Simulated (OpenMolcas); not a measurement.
Mn4+: moving the ligands

Mn4+ with 6 ligands (fluoride) in tetragonal octahedral coordination (D4h) at 1.84 Å, the axial distance 1.803 Å. A charge of +0.333 e stands 2.4 Å behind each ligand. Ligand basis ANO-RCC-VDZP.
```
Mn    0.0000    0.0000    0.0000
F     1.8400    0.0000    0.0000
F     0.0000    1.8400    0.0000
F    -1.8400    0.0000    0.0000
F     0.0000   -1.8400    0.0000
F     0.0000    0.0000    1.8032
F     0.0000    0.0000   -1.8032
```

```yaml
Program: OpenMolcas 26.06
Method: CASSCF
Basis: ANO-RCC-VDZP [5s4p2d1f]
Scalar_Hamiltonian: DKH2, point nucleus
Active_space: 3 electrons in 5 orbitals (3d)
State_averaging: 2S+1 = 4 even, 10 roots; 2S+1 = 2 even, 40 roots
Spin-orbit_coupling: RASSI with atomic mean-field integrals over the reference wave functions
```

Runs around this geometry, states (labels of D4, the rotations of D4h). Energies in cm-1 above the lowest state or level, χT in cm3 K/mol.

```json
{"R (Å)": "1.73", "Axial / equatorial distance": "0.98", "Ground state": "2S+1 = 4", "First state of that spin": "24730", "First gap with spin-orbit (degeneracies)": "0.1 (2, 2)", "χT at 300 K": "1.840", "First state of another spin": "2S+1 = 2: 20942"}
{"R (Å)": "1.84", "Axial / equatorial distance": "0.98", "Ground state": "2S+1 = 4", "First state of that spin": "19435", "First gap with spin-orbit (degeneracies)": "0.2 (2, 2)", "χT at 300 K": "1.829", "First state of another spin": "2S+1 = 2: 21268"}
{"R (Å)": "1.94", "Axial / equatorial distance": "0.98", "Ground state": "4B1", "First state of that spin": "4B2 16103", "First gap with spin-orbit (degeneracies)": "0.2 (2, 2)", "χT at 300 K": "1.817", "First state of another spin": "2B1 21548"}
{"R (Å)": "1.84", "Axial / equatorial distance": "1.029", "Ground state": "2S+1 = 4", "First state of that spin": "4E 18377", "First gap with spin-orbit (degeneracies)": "0.3 (2, 2)", "χT at 300 K": "1.825", "First state of another spin": "2S+1 = 2: 21335"}
```

Without dynamic correlation the repulsion within the d shell is too large (B by tens of per cent), so at a given field states of lower spin stand too high. The least metal-like active orbital is 79 % on the metal (Löwdin) and no ligand orbital is active, so the numbers are rough. Ligand-to-metal charge-transfer states are missing. With no ligand orbital active B as a rule stays too high, so bands that hang on it stand too high and its fall with covalency is understated. With metal d orbitals alone and no dynamic correlation the field as a rule comes out too small, by tens of per cent, by up to half for chloride and softer ligands. No measured value stands beside these numbers; the geometry is a model, was not optimised and need not be the one that this ion takes.

A state without a sure symmetry label is named by its multiplicity alone.
